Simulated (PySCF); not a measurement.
## Relaxation of quintet PtOCl₂

Computed with UPBE0/[Pt def2-SVP with ECP60, O def2-SVP, Cl def2-SVP], scalar-relativistic core potentials, density fitting, no spin–orbit coupling, PySCF. A (50,194) grid was used.

A hand-made T-shaped (ligand arrangement 2) start, of C2v symmetry, held to at least that symmetry:

Coordinates in bohr (charge 0 multiplicity 5):
```
Pt    0.0000    0.0000   -0.2183
O     0.0000    0.0000    2.9753
Cl    4.1925    0.0000   -0.0719
Cl   -4.1925    0.0000   -0.0719
```

Task: What does it relax to?

Result: It ends at C2v with Pt–Cl 2.267 Å (×2), Pt–O 1.866 Å; Cl–Pt–Cl 137.5°, Cl–Pt–O 111.3° (×2) (after a last refinement on a finer grid). A frequency run shows a minimum. Other isomers or separated fragments may lie lower.

Task: How much energy is released, and in how many steps?

Result: 140.5 kJ/mol in 9 steps.

With open d or f shells other occupations or spin states may lie lower. At this level a triplet minimum of Cs symmetry lies 111 kJ/mol below this structure. No spin–orbit coupling is included, which matters more the heavier the element.
